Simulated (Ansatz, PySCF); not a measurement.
Two rigid molecules brought together: CO ··· H2S (SMILES [C-]#[O+] and S). Monomers: optimised at B3LYP-D3(BJ) (def2-TZVP), held rigid. Orientation: lowest of the rigid-body minima from ten starts at GFN2-xTB (searched outside a hard wall at short contacts). Only R, the distance of the centres of mass, is varied, so the lowest point isn't the relaxed dimer. The shortest distances reach bonding range, where SAPT0 and rigid monomers are unreliable.

Geometry at R = 2.92 Å (first 2 atoms: monomer A):
```
5

C      0.5625     0.0000     0.0000
O     -0.5625     0.0000     0.0000
S      1.4820    -2.2686     0.9690
H      2.2552    -1.4586     1.7096
H      2.3136    -2.1996    -0.0828
```

CCSD/aug-cc-pVTZ = Ansatz (a program for electronic structure) with CCSD on RHF/aug-cc-pVTZ, frozen core, counterpoise-corrected; CCSD(T)/aug-cc-pVTZ = CCSD(T) on RHF/aug-cc-pVTZ, frozen core, counterpoise-corrected (Ansatz); RKS-B3LYP/3-21G = PySCF 2.14.0 with restricted B3LYP/3-21G, no counterpoise correction; RMP2/3-21G = restricted MP2 (frozen core)/3-21G, no counterpoise correction in PySCF; RHF/LANL2DZ = restricted Hartree-Fock/LANL2DZ, with its core potentials past Ne, no counterpoise correction (PySCF 2.14.0).

Interaction energies in kcal/mol (negative: bound); R is the distance of the centres of mass, d the C1···S3 distance.

| R / Å | d / Å | CCSD/aug-cc-pVTZ | CCSD(T)/aug-cc-pVTZ | RKS-B3LYP/3-21G | RMP2/3-21G | RHF/LANL2DZ |
|---|---|---|---|---|---|---|
| 2.35 | 2.08 | 45.62 | 43.95 | 46.36 | 59.48 | 58.28 |
| 2.46 | 2.19 | 34.62 | 33.18 | 32.93 | 43.61 | 43.89 |
| 2.79 | 2.51 | 14.13 | 13.27 | 10.08 | 15.55 | 17.45 |
| 2.92 | 2.63 | 9.60 | 8.90 | 5.68 | 9.80 | 11.75 |
| 3.20 | 2.91 | 3.82 | 3.36 | 0.86 | 3.00 | 4.61 |
| 3.34 | 3.04 | 2.24 | 1.87 | -0.16 | 1.35 | 2.71 |
| 3.54 | 3.24 | 0.88 | 0.61 | -0.80 | 0.07 | 1.09 |
| 3.93 | 3.62 | -0.14 | -0.29 | -0.89 | -0.68 | -0.14 |
| 4.45 | 4.14 | -0.32 | -0.39 | -0.50 | -0.56 | -0.39 |
| 5.07 | 4.75 | -0.21 | -0.24 | -0.20 | -0.28 | -0.28 |
| 6.06 | 5.74 | -0.08 | -0.09 | -0.08 | -0.11 | -0.10 |
| 7.44 | 7.11 | -0.03 | -0.03 | -0.04 | -0.05 | -0.03 |

Lowest grid point: CCSD/aug-cc-pVTZ -0.32 kcal/mol at R = 4.45 Å; CCSD(T)/aug-cc-pVTZ -0.39 kcal/mol at R = 4.45 Å; RKS-B3LYP/3-21G -0.89 kcal/mol at R = 3.93 Å; RMP2/3-21G -0.68 kcal/mol at R = 3.93 Å; RHF/LANL2DZ -0.39 kcal/mol at R = 4.45 Å.
